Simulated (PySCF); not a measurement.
## A search over the determinants of KF

Unrestricted PBE0; K aug-pcseg-1, F aug-pcseg-1; no relativity (PySCF 2.14). Outer shells of the fragments: K 4s1; F 2s2 2p5.

Followed along the bond (rough minima from three points):

```json
{"2Ms+1": "1", "unpaired": "none", "⟨S²⟩ at the start": "0.00", "R at minimum (Å)": "2.18", "Te (eV)": "0.00"}
{"2Ms+1": "3", "unpaired": "σ ↑, π ↑", "⟨S²⟩ at the start": "2.00", "R at minimum (Å)": "none in the scan", "Te (eV)": "≤ 5.14"}
```

Solutions found at the starting distance of 2.560 Å, counted from the lowest of them; the search is not exhaustive and high or unbound solutions are not listed, so other states can lie among these:

```
2Ms+1  unpaired   term  E (eV)  ⟨S²⟩  ⟨Lz²⟩   μ (D)
    1      none    ¹Σ⁺    0.00  0.00   0.00  -10.57
    3  σ ↑, π ↑     ³Π    4.82  2.00   1.00    1.54
    1  σ ↑, π ↓  mixed    4.84  1.00   1.00    1.74
    3      σ ↑↑    ³Σ⁺    4.95  2.00   0.00    1.74
    3      π ↑↑  mixed    6.08  2.00   2.00    0.23
    3      π ↑↑  mixed    6.12  2.00   2.00    0.79
```

A term symbol is given only where ⟨S²⟩ and ⟨Lz²⟩ are close to those of a pure state; real π, δ and φ orbitals otherwise mix terms. A positive dipole means K(−)F(+).

Counting both spins, an empty level lies below a filled one in some of these solutions, because spin and occupation are held.
